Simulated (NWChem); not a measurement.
Species: Sn cation, doublet

Computed with NWChem. Spin-unrestricted. The open p shell is one determinant without spherical averaging. No stability test was run on the SCF state. def2 effective core potentials on Sn; no spin-orbit coupling. B3LYP is NWChem's, with the RPA form of VWN correlation.

Q: Among these, which level gives the highest value of “lowest empty minus highest occupied level, either spin (eV)”?
A) B3LYP/def2-TZVP
B) PBE/def2-TZVP
C) MPW1K/def2-TZVP
D) LC-BLYP (range parameter 0.33 per bohr)/def2-TZVP

A: D, LC-BLYP (range parameter 0.33 per bohr)/def2-TZVP. Values: PBE/def2-TZVP 0.15; B3LYP/def2-TZVP 1.51; MPW1K/def2-TZVP 3.41; LC-BLYP (range parameter 0.33 per bohr)/def2-TZVP 6.14
